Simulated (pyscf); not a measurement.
Structures and frequencies: ωB97X-D3(BJ)/def2-SVP in PySCF. Correlated levels are frozen-core, on RHF or UHF. ΔMP2 is the change of the MP2 total energy from the triple- to the quadruple-zeta basis. Singlets are restricted, triplets unrestricted.

Singlet (Å):
```xyz
5

Si    -0.5524    -0.2797     1.1469
As     1.4565     0.1927     0.0476
H      0.0596    -1.5399     1.7535
H      0.8982     0.8751    -1.1823
H      1.7058    -1.1570    -0.5898
```

Triplet (Å):
```xyz
5

Si     0.5490     1.2187    -0.2765
As     0.2393    -1.0934    -0.3790
H      1.6712     1.6695     0.6107
H      0.1300    -1.2066    -1.8890
H     -1.2654    -1.0958    -0.1773
```

For these two minima of :HSi–AsH₂, which spin state lies lower at CCSD(T)/def2-TZVPP + ΔMP2(QZVPP), and by how much (electronic energies)?

The singlet, by 21.9 kcal/mol. Zero-point energy shifts E(triplet) − E(singlet) by 0.0 kcal/mol. :HSi–AsH₂ [singlet] lies 16.8 kcal/mol over its isomer H₂Si=AsH, and others may lie lower still (electronic energy, ωB97M-D3(BJ)). 

E(triplet) − E(singlet) by level (kcal/mol):

```
level                               gap
--------------------------------  -----
ωB97X-D3(BJ)/def2-TZVP            +22.0
PBE/def2-TZVP                     +17.7
r²SCAN/def2-TZVP                  +13.4
B3LYP-D3(BJ)/def2-TZVP            +20.7
PBE0-D3(BJ)/def2-TZVP             +16.5
M06-2X/def2-TZVP                  +20.2
ωB97M-D3(BJ)/def2-TZVP            +24.8
HF/def2-TZVP                       +5.6
MP2/def2-QZVPP                    +20.1
CCSD/def2-TZVPP                   +20.2
CCSD(T)/def2-TZVPP                +20.9
CCSD(T)/def2-TZVPP + ΔMP2(QZVPP)  +21.9
```

The triplet is the lowest one reached from the SCF start used. The CCSD(T) − MP2 part came from Ansatz, without density fitting, on the same reference. The frozen core leaves the outer d or s,p core shells of the metals and heavy elements correlated in the MP2 and CC values, and def2-TZVPP describes them poorly, which can shift differences by a few kcal/mol. Elements up to Kr have no core potential and no relativistic terms here.
